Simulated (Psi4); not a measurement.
CN, doublet (typed; the unrestricted solution is spin-contaminated), geometry from GFN2-xTB; Psi4 1.11 with CCSD/6-311G**.

Here is a job for Psi4.
```
memory 2 GB

molecule mol {
0 2
  C    -0.000000   -0.000000   -0.611542
  N     0.000000    0.000000    0.524179
}

set basis 6-311g**
set reference uhf

energy('ccsd')
print_variables()
```

Task: What does Psi4 print? Leave out banner, timings and long lists.

Result: 
```
   => Loading Basis Set <=

    Name: 6-311G**
    Role: ORBITAL
    Keyword: BASIS

         ---------------------------------------------------------
                                   SCF
               by Justin Turney, Rob Parrish, Andy Simmonett
                          and Daniel G. A. Smith
                              UHF Reference
         ---------------------------------------------------------

  ==> Geometry <==

    Molecular point group: c2v
    Full point group: C_inf_v

    Geometry (in Angstrom), charge = 0, multiplicity = 2:

       Center              X                  Y                   Z               Mass
    ------------   -----------------  -----------------  -----------------  -----------------
         C            0.000000000000     0.000000000000    -0.611604043763    12.000000000000
         N            0.000000000000     0.000000000000     0.524116956237    14.003074004430

  Running in c2v symmetry.

  Rotational constants: A = ************  B =      2.02243  C =      2.02243 [cm^-1]
  Rotational constants: A = ************  B =  60630.89079  C =  60630.89079 [MHz]
  Nuclear repulsion =   19.569456625474043

  Charge       = 0
  Multiplicity = 2
  Electrons    = 13
  Nalpha       = 7
  Nbeta        = 6

  ==> Algorithm <==

  SCF Algorithm Type is PK.
  DIIS enabled.
  MOM disabled.
  Fractional occupation disabled.
  Guess Type is SAD.
  Energy threshold   = 1.00e-08
  Density threshold  = 1.00e-08
  Integral threshold = 1.00e-12

  ==> Primary Basis <==

  Basis Set: 6-311G**
    Blend: 6-311G**
    Number of shells: 16
    Number of basis functions: 36
    Number of Cartesian functions: 38
    Spherical Harmonics?: true
    Max angular momentum: 2

  ==> Integral Setup <==

  Using in-core PK algorithm.
   Calculation information:
      Number of atoms:                   2
      Number of AO shells:              16
      Number of primitives:             34
      Number of atomic orbitals:        38
      Number of basis functions:        36

      Integral cutoff                 1.00e-12
      Number of threads:                 1

  Performing in-core PK
  Using 444222 doubles for integral storage.
  We computed 9316 shell quartets total.
  Whereas there are 9316 unique shell quartets.

  ==> DiskJK: Disk-Based J/K Matrices <==

    J tasked:                  Yes
    K tasked:                  Yes
    wK tasked:                  No
    Schwarz Cutoff:          1E-12

  Minimum eigenvalue in the overlap matrix is 6.9009971107E-03.
  Reciprocal condition number of the overlap matrix is 1.8423169927E-03.
    Using symmetric orthogonalization.

  ==> Pre-Iterations <==

  SCF Guess: Superposition of Atomic Densities via on-the-fly atomic UHF (no occupation information).

   -------------------------
    Irrep   Nso     Nmo
   -------------------------
     A1        18      18
     A2         2       2
     B1         8       8
     B2         8       8
   -------------------------
    Total      36      36
   -------------------------

  ==> Iterations <==

                        Total Energy        Delta E     RMS |[F,P]|

   @UHF iter SAD:   -91.29624566541619   -9.12962e+01   0.00000e+00
   @UHF iter   1:   -92.13989803517546   -8.43652e-01   1.80606e-02 ADIIS/DIIS
   @UHF iter   2:   -92.14507660579213   -5.17857e-03   1.83381e-02 ADIIS/DIIS
   @UHF iter   3:   -92.21170197500220   -6.66254e-02   1.99804e-03 ADIIS/DIIS
   @UHF iter   4:   -92.21511223163182   -3.41026e-03   1.16703e-03 ADIIS/DIIS
   @UHF iter   5:   -92.21699751784935   -1.88529e-03   1.06262e-03 ADIIS/DIIS
   @UHF iter   6:   -92.21954872614410   -2.55121e-03   9.26181e-04 ADIIS/DIIS
   @UHF iter   7:   -92.22261025473389   -3.06153e-03   7.08260e-04 ADIIS/DIIS
   @UHF iter   8:   -92.22459186538219   -1.98161e-03   4.02779e-04 ADIIS/DIIS
   @UHF iter   9:   -92.22519399446773   -6.02129e-04   1.90999e-04 ADIIS/DIIS
   @UHF iter  10:   -92.22522033223093   -2.63378e-05   8.16617e-05 DIIS
[...]
  @UHF Final Energy:   -92.22524285146881
    Total Energy =                        -92.2252428514687921
[...]
    11        -0.310430737018247    1.245e-04    0.092726    0.000000    0.000000    0.000000
    12        -0.310427196473685    3.766e-05    0.092720    0.000000    0.000000    0.000000
    13        -0.310427165588721    1.312e-05    0.092729    0.000000    0.000000    0.000000
    14        -0.310426847281711    4.820e-06    0.092726    0.000000    0.000000    0.000000
    15        -0.310426912422841    1.156e-06    0.092727    0.000000    0.000000    0.000000
    16        -0.310426933711892    3.302e-07    0.092727    0.000000    0.000000    0.000000
    17        -0.310426940706544    9.659e-08    0.092727    0.000000    0.000000    0.000000

    Iterations converged.

    Largest TIA Amplitudes:
              5  15        -0.1212706515
              6  22        -0.1212706515
              5  17        -0.0401552295
              6  24        -0.0401552295
              5  18        -0.0151265523
              6  25        -0.0151265523
              2   3        -0.0088613345
              3   1        -0.0087665795
              3   3         0.0061146075
              5  21        -0.0060730545

    Largest Tia Amplitudes:
              3   0         0.2225262695
              4  16         0.1033267998
              5  23         0.1033267998
              3   2         0.0469878715
              4  17         0.0445495530
              5  24         0.0445495530
              4  18         0.0139775198
              5  25         0.0139775198
              4  19         0.0127802400
              5  26         0.0127802400

    Largest TIJAB Amplitudes:
      6   5  22  15        -0.0368835811
      5   4  15   3        -0.0221459210
      6   4  22   3        -0.0221459210
      6   5  23  16        -0.0180606659
      6   5  13   5        -0.0174555515
      5   3  16   1        -0.0159408174
      6   3  23   1        -0.0159408174
      6   5  22  17        -0.0132782448
      6   5  24  15        -0.0132782448
      5   3  15   0         0.0131546174

    Largest Tijab Amplitudes:
      5   4  23  16        -0.0322860557
      4   3  16   0        -0.0282484113
      5   3  23   0        -0.0282484113
      4   3  16   4        -0.0162760045
      5   3  23   4        -0.0162760045
      5   4  23  18        -0.0154886538
      5   4  25  16        -0.0154886538
      5   4  24  17        -0.0139462964
      4   3  18   0        -0.0138513740
      5   3  25   0        -0.0138513740

    Largest TIjAb Amplitudes:
      5   4  15  16        -0.0949748969
      6   5  22  23        -0.0949748969
      5   3  15   0        -0.0759912741
      6   3  22   0        -0.0759912741
      5   5  15  23        -0.0574548512
      6   4  22  16        -0.0574548512
      3   4  15   0        -0.0566745548
      3   5  22   0        -0.0566745548
      3   3  15  16        -0.0411678582
      3   3  22  23        -0.0411678582

    SCF energy       (wfn)                    =  -92.225242851468806
    Reference energy (file100)                =  -92.225242851468778

    Opposite-spin MP2 correlation energy      =   -0.205793860871546
    Same-spin MP2 correlation energy          =   -0.071973897080626
    Singles MP2 correlation energy            =   -0.000000000000000
    MP2 correlation energy                    =   -0.277767757952172
      * MP2 total energy                      =  -92.503010609420954

    Opposite-spin CCSD correlation energy     =   -0.251402197990247
    Same-spin CCSD correlation energy         =   -0.059024742716297
    Singles CCSD correlation energy           =    0.000000000000000
    CCSD correlation energy                   =   -0.310426940706544
      * CCSD total energy                     =  -92.535669792175327

  Variable Map:
  ----------------------------------------------------------------------------
[...]
  Array Variable Map:
  ----------------------------------------------------------------------------
[...]
[...]
```
